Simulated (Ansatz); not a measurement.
heptazine (C6H3N7), SMILES C12N3C(=NC=N1)N=CN=C3N=CN=2.

Geometry: CAM-B3LYP-D3(BJ)/def2-SVP.

Two levels are set side by side: PBE-D3(BJ)/def2-SVP (Ansatz, a quantum-chemistry and plane-wave program) and CAM-B3LYP-D3(BJ)/def2-SVP (Ansatz). Each state was relaxed at each level; gas phase, no zero-point terms. Differences are taken from unrounded values.

```tsv
quantity	CAM-B3LYP-D3(BJ)	PBE-D3(BJ)	PBE-D3(BJ) minus CAM-B3LYP-D3(BJ)
ionisation energy, vertical (eV)	9.18	9.07	-0.11
ionisation energy, adiabatic (eV)	9.13	8.99	-0.14
ionisation energy, four-point λ (meV)	90	229	139
electron affinity, vertical (eV)	1.36	1.56	0.20
electron affinity, adiabatic (eV)	1.43	1.61	0.18
electron affinity, four-point λ (meV)	140	104	-36
T1 energy, vertical (eV)	2.93	2.44	-0.49
T1 energy, adiabatic (eV)	2.79	2.34	-0.45
T1 energy, four-point λ (meV)	456	432	-24
```
